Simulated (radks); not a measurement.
Initial-state core-level shifts of the europium ion Eu+ when its valence configuration changes from [Xe] 4f7 6s1. Calculated with a radial shooting solver on a logarithmic mesh with Libxc functionals: scalar-relativistic Kohn-Sham, r2SCAN, spin-polarised, spherical densities, finite nucleus; open shells are filled with parallel spins first (spin-orbit coupling, left out, can overturn this in heavy ions); meta-GGA in the generalised Kohn-Sham scheme; Fermi nuclear charge, rms radius 5.1115 fm. Shifts are changes of the shell-averaged eigenvalues in eV (positive: less bound); the change of the density at the nucleus, which sets a Mossbauer isomer shift, is in e/bohr^3, on a base of 6.054e+05.

4f7 5d1: 3s +1.792; 3d +1.802; 4p +1.842; 4d +1.869; density at nucleus -30.30
4f6 5d1 6s1: 3s -8.411; 3d -8.321; 4p -7.746; 4d -7.429; density at nucleus +32.35
4f6.5 6s1.5: 3s -5.287; 3d -5.251; 4p -5.025; 4d -4.893; density at nucleus +31.17
4f6 5d0.5 6s1.5: 3s -9.745; 3d -9.661; 4p -9.098; 4d -8.794; density at nucleus +49.05
4f6.5 5d0.5 6s1: 3s -4.050; 3d -4.008; 4p -3.760; 4d -3.613; density at nucleus +15.53
4f7 6p1: 3s -1.238; 3d -1.240; 4p -1.251; 4d -1.256; density at nucleus -28.03
4f7.5 6s0.5: 3s +3.344; 3d +3.318; 4p +3.219; 4d +3.139; density at nucleus -24.55
4f6 6s1 6p1: 3s -11.943; 3d -11.867; 4p -11.305; 4d -11.009; density at nucleus +37.67
4f6.5 6s1 6p0.5: 3s -5.721; 3d -5.685; 4p -5.454; 4d -5.320; density at nucleus +17.23
